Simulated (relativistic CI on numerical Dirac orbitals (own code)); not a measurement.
# Hyperfine structure of Mo¹⁴⁺, mass number 95

Computed by Dirac-Coulomb-Breit CI, KLI orbitals optimised for each configuration, model QED, unscaled Slater integrals (own radial code, finite nucleus).

Configurations in the expansion (outside the closed core [Ne] 3s2): 3p6 3d10, 3p6 3d9 4s, 3p6 3d9 4p, 3p6 3d9 4d, 3p6 3d8 4s2, 3p6 3d8 4s 4p, 3p6 3d9 4f, 3p6 3d9 5s, 3p6 3d8 4p2, 3p5 3d10 4s, 3p6 3d9 5p, 3p6 3d8 4s 4d, 3p6 3d9 5d, 3p5 3d10 4p, 3p6 3d8 4p 4d, 3p6 3d9 5f. Levels of other configurations are missing.

Nuclear spin I = 5/2, μ = -0.9132 μN, Q = -0.022 b (tables of Stone and Pyykkö). The electronic factors are computed for point nuclear moments, without core polarisation or the Bohr-Weisskopf and QED corrections.

| Level | E (cm⁻¹) | A (MHz) | B (MHz) |
| --- | --- | --- | --- |
| 3p6 3d9 4s 3D_3 | 1689497 | -7475 | 175 |
| 3p6 3d9 4s 3D_2 | 1694715 | 4011 | 123 |
| 3p6 3d9 4s 3D_1 | 1716277 | 5154 | 64.3 |
| 3p6 3d9 4s 1D_2 | 1721356 | -11380 | 145 |
| 3p6 3d9 4p 3P°_2 | 1926309 | 134 | 69.2 |
| 3p6 3d9 4p 3F°_3 | 1934571 | -2989 | 120 |
| 3p6 3d9 4p 3P°_1 | 1956843 | -1103 | -0.548 |
| 3p6 3d9 4p 3F°_2 | 1956985 | -4883 | 113 |

Levels with J = 0, under 50 % of one LS term, or S terms without an open s electron are left out. Small factors come from cancelling terms and can be off by tens of per cent or more.

At this charge energies of transitions that change n are usually good to better than 1 %, and those within a shell (Δn = 0) to a few per cent.

Q: Give the hyperfine levels of 3p6 3d9 4s 3D_3 relative to its centre of gravity.

A: With K = F(F + 1) − I(I + 1) − J(J + 1), E = AK/2 + B[¾K(K + 1) − I(I + 1)J(J + 1)]/[2I(2I − 1)J(2J − 1)]: F = 1/2: 74850, F = 3/2: 63590, F = 5/2: 44840, F = 7/2: 18630, F = 9/2: -15000, F = 11/2: -56020 MHz.

LS names give the leading component of a level, which can be under half, so a name can repeat, a term be missing and a line seem to break the LS rules.
